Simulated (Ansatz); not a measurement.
Species: PN, charge 1, doublet. PN+ (parent SMILES N#P, doublet).
B3LYP-D3(BJ)/def2-TZVP minimum from Ansatz (a first-principles code):
```
N
P 1 1.4748
```
Charge +1, spin multiplicity 2.

Total energies in cc-pV(T+d)Z, 9 correlated electrons, 6 frozen orbitals. Radicals and triplets start from unrestricted determinants; spin-orbit coupling is neglected. Correlated methods leave the cores frozen. No relativity. The UHF reference of NP+ (parent SMILES N#P, doublet) is spin-contaminated (<S^2> up to 0.66 over the pure value in the sets run). The spin of NP+ (parent SMILES N#P, doublet) was assumed, and the state is the lowest solution found for it.

```tsv
method	program	energy (Eh)	minus CCSDT(Q) (mEh)
HF	Ansatz	-394.80805	314.13
MP2	Ansatz	-395.04854	73.64
CCSD	Ansatz	-395.09805	24.13
CCSD(T)	Ansatz	-395.11617	6.01
CCSDT(Q)	Ansatz	-395.12218	0.00
```

Rough core times of Ansatz's runs on a shared machine: CCSD(T) under 20 s, CCSDT(Q) 60 s.
